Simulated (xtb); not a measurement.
Br3Sb, charge +1, doublet, geometry from GFN2-xTB (a state made from the parent by changing its charge; the spin is typed, not shown lowest); xtb with GFN2-xTB with ALPB(hexane).

Here is a job for xtb.
```
$ xtb mol.xyz --gfn 2 --chrg 1 --uhf 1 --alpb hexane --json

# file mol.xyz
4

Sb    -0.00424655    -0.01061037     0.90041461
Br     0.54273096    -2.14698769    -0.46015488
Br     1.59562012     1.54932591    -0.41163234
Br    -2.13216325     0.61312260    -0.44024549
```

Output, abridged:

```
   ID    Z sym.   atoms
    1   51 Sb     1
    2   35 Br     2-4

           -------------------------------------------------
          |                Calculation Setup                |
           -------------------------------------------------

           -------------------------------------------------
          |                 G F N 2 - x T B                 |
           -------------------------------------------------

      * Solvation model:               ALPB
        Solvent                        hexane
        Parameter file                 internal GFN2-xTB/ALPB
        Dielectric constant                1.8800E+00
        Reference state                gsolv [1 M gas/solution]
        Free energy shift                  4.8134E-03 Eh       3.0204E+00 kcal/mol
        Temperature                        2.9815E+02 K
        Density                            6.6000E-01 kg/L
        Solvent mass                       8.6180E+01 g/mol
        Interaction kernel             P16
        Born radius scaling (c1)           1.1040E+00
        Born radii integrator          GBOBC
        Born offset                        0.0000E+00 a0       0.0000E+00 AA
        H-bond correction              false
        Ion screening                  false
        Surface tension                    1.0000E-05 Eh       1.5569E+01 dyn/cm
        Grid points                               230 per atom

          ...................................................
          :                      SETUP                      :
          :.................................................:
          :  # basis functions                  40          :
          :  # atomic orbitals                  36          :
          :  # shells                           12          :
          :  # electrons                        25          :
          :  max. iterations                   250          :
          :  Hamiltonian                  GFN2-xTB          :
          :  restarted?                      false          :
          :  GBSA solvation                   true          :
          :  PC potential                    false          :
          :  electronic temp.          300.0000000     K    :
          :  accuracy                    1.0000000          :
          :  -> integral cutoff          0.2500000E+02      :
          :  -> integral neglect         0.1000000E-07      :
          :  -> SCF convergence          0.1000000E-05 Eh   :
          :  -> wf. convergence          0.1000000E-03 e    :
          :  Broyden damping             0.4000000          :
          :  net charge                          1          :
          :  unpaired electrons                  1          :
          ...................................................

 iter      E             dE          RMSdq      gap      omega  full diag
   1    -14.0941326 -0.140941E+02  0.117E+01    4.08       0.0  T
   2    -14.0775394  0.165932E-01  0.667E+00    3.36       1.0  T
   3    -14.0453291  0.322102E-01  0.647E+00    4.37       1.0  T
   4    -14.1299640 -0.846349E-01  0.222E+00    3.63       1.0  T
   5    -14.1353336 -0.536958E-02  0.158E+00    3.84       1.0  T
   6    -14.1353327  0.962693E-06  0.877E-01    3.87       1.0  T
   7    -14.1366620 -0.132929E-02  0.660E-01    3.80       1.0  T
   8    -14.1363564  0.305530E-03  0.674E-01    3.76       1.0  T
   9    -14.1359004  0.456061E-03  0.751E-01    3.77       1.0  T
  10    -14.1366626 -0.762283E-03  0.298E-01    3.79       1.0  T
  11    -14.1365697  0.929302E-04  0.312E-01    3.79       1.0  T
  12    -14.1366913 -0.121606E-03  0.309E-01    3.80       1.0  T
  13    -14.1366973 -0.594231E-05  0.152E-01    3.80       1.0  T
  14    -14.1367046 -0.734685E-05  0.317E-02    3.80       1.6  T
  15    -14.1367051 -0.532797E-06  0.273E-02    3.80       1.8  T
  16    -14.1367055 -0.398276E-06  0.120E-02    3.80       4.2  T
  17    -14.1367057 -0.115699E-06  0.546E-03    3.80       9.2  T
  18    -14.1367057 -0.783475E-08  0.179E-03    3.80      27.9  T
  19    -14.1367057 -0.475707E-09  0.125E-03    3.80      39.9  T
  20    -14.1367057 -0.125072E-09  0.125E-03    3.80      40.0  T
  21    -14.1367057 -0.288574E-09  0.250E-04    3.80     200.3  T
  22    -14.1367057 -0.385363E-10  0.143E-04    3.80     349.5  T

   *** convergence criteria satisfied after 22 iterations ***

         :::::::::::::::::::::::::::::::::::::::::::::::::::::
         ::                     SUMMARY                     ::
         :::::::::::::::::::::::::::::::::::::::::::::::::::::
         :: total energy             -14.133444904562 Eh    ::
         :: total w/o Gsasa/hb       -14.125478131181 Eh    ::
         :: gradient norm              0.001316491627 Eh/a0 ::
         :: HOMO-LUMO gap              3.799424879685 eV    ::
         ::.................................................::
         :: SCC energy               -14.136704086293 Eh    ::
         :: -> isotropic ES            0.138658518820 Eh    ::
         :: -> anisotropic ES          0.012194673963 Eh    ::
         :: -> anisotropic XC         -0.005914626133 Eh    ::
         :: -> dispersion             -0.005333450728 Eh    ::
         :: -> Gsolv                  -0.052763850005 Eh    ::
         ::    -> Gelec               -0.044797076624 Eh    ::
         ::    -> Gsasa               -0.012780129201 Eh    ::
         ::    -> Ghb                  0.000000000000 Eh    ::
         ::    -> Gshift               0.004813355820 Eh    ::
         :: repulsion energy           0.003259181731 Eh    ::
         :: add. restraining           0.000000000000 Eh    ::
         :: total charge               1.000000000000 e     ::
         :::::::::::::::::::::::::::::::::::::::::::::::::::::

           -------------------------------------------------
          |                Property Printout                |
           -------------------------------------------------

    * Orbital Energies and Occupations

         #    Occupation            Energy/Eh            Energy/eV
      -------------------------------------------------------------
         1        2.0000           -1.0736021             -29.2142
         2        2.0000           -0.9691172             -26.3710
         3        2.0000           -0.9691172             -26.3710
         4        2.0000           -0.9342910             -25.4234
         5        2.0000           -0.6203892             -16.8817
         6        2.0000           -0.6203892             -16.8816
         7        2.0000           -0.6016612             -16.3720
         8        2.0000           -0.5799888             -15.7823
         9        2.0000           -0.5799888             -15.7823
        10        1.8894           -0.5721122             -15.5680
        11        1.8894           -0.5721122             -15.5680
        12        1.7056           -0.5709622             -15.5367
        13        1.5157           -0.5701914             -15.5157 (HOMO)
        14                         -0.4305651             -11.7163 (LUMO)
        15                         -0.4305651             -11.7163
        16                         -0.3943907             -10.7319
        17                         -0.1250065              -3.4016
        18                         -0.1250065              -3.4016
        19                         -0.1227791              -3.3410
        20                         -0.1227791              -3.3410
        21                         -0.1195630              -3.2535
        22                         -0.1152042              -3.1349
        23                         -0.1097750              -2.9871
        24                         -0.1097750              -2.9871
       ...                                ...                  ...
        36                          0.7571487              20.6031
      -------------------------------------------------------------
                  HL-Gap            0.1396263 Eh            3.7994 eV
             Fermi-level           -0.5352550 Eh          -14.5650 eV

     #   Z          covCN         q      C6AA      α(0)
     1  51 Sb       2.503     0.646   345.700    35.547
     2  35 Br       0.839     0.118   181.554    21.724
     3  35 Br       0.839     0.118   181.554    21.724
     4  35 Br       0.839     0.118   181.554    21.724

 Mol. C6AA /au·bohr⁶  :       3465.596345
 Mol. C8AA /au·bohr⁸  :     262812.184734
 Mol. α(0) /au        :        100.720290

Wiberg/Mayer (AO) data.
largest (>0.10) Wiberg bond orders for each atom

 ---------------------------------------------------------------------------
     #   Z sym  total        # sym  WBO       # sym  WBO       # sym  WBO
 ---------------------------------------------------------------------------
     1  51 Sb   3.310 --     3 Br   1.103     2 Br   1.103     4 Br   1.103
     2  35 Br   1.238 --     1 Sb   1.103
     3  35 Br   1.238 --     1 Sb   1.103
     4  35 Br   1.238 --     1 Sb   1.103
 ---------------------------------------------------------------------------

Topologies differ in total number of bonds
Writing topology from bond orders to xtbtopo.mol

molecular dipole:
                 x           y           z       tot (Debye)
 q only:       -0.004      -0.010       0.806
   full:       -0.011      -0.027       2.265       5.758
molecular quadrupole (traceless):
                xx          xy          yy          xz          yz          zz
 q only:        0.501      -0.000       0.501       0.007       0.018      -1.002
  q+dip:       -2.677       0.000      -2.676      -0.038      -0.095       5.353
   full:       -2.659       0.000      -2.658      -0.038      -0.094       5.317

           -------------------------------------------------
          | TOTAL ENERGY              -14.133444904562 Eh   |
          | GRADIENT NORM               0.001316491627 Eh/α |
          | HOMO-LUMO GAP               3.799424879685 eV   |
           -------------------------------------------------

normal termination of xtb
```
